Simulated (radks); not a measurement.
The numbers below are computed, except where a source is named.
Task: Species: S-. Configuration: [Ne] 3s2 3p5. Level of theory: scalar-relativistic Kohn-Sham, r2SCAN, spin-polarised, spherical densities, finite nucleus; open shells are filled with parallel spins first; meta-GGA in the generalised Kohn-Sham scheme; Fermi nuclear charge, rms radius 3.2611 fm; Watson sphere of charge +1 and radius 3.07 bohr (a radial shooting solver on a logarithmic mesh with Libxc functionals). Some entries of the table are withheld. Estimate them.

| orbital | occ. | eigenvalue (hartree) | <r^2> (bohr^2) | <r> (bohr) |
|---|---|---|---|---|
| 1s up | 1 | -88.82430 | 0.01264 | 0.09688 |
| 1s down | 1 | -88.81807 | 0.01264 | 0.09687 |
| 2s up | 1 | -7.87765 | 0.2709 | 0.4771 |
| 2s down | 1 | -7.87433 | 0.2709 | 0.4772 |
| 2p up | 3 | (1) | 0.2441 | 0.4419 |
| 2p down | 3 | (2) | 0.2441 | 0.4420 |
| 3s up | 1 | -0.63853 | 3.591 | 1.753 |
| 3s down | 1 | -0.59867 | 3.663 | 1.768 |
| 3p up | 3 | -0.26015 | 5.672 | 2.172 |
| 3p down | 2 | -0.22520 | 6.014 | 2.228 |

Result: 
(1) 2p up eigenvalue (hartree): -5.77348
(2) 2p down eigenvalue (hartree): -5.76667
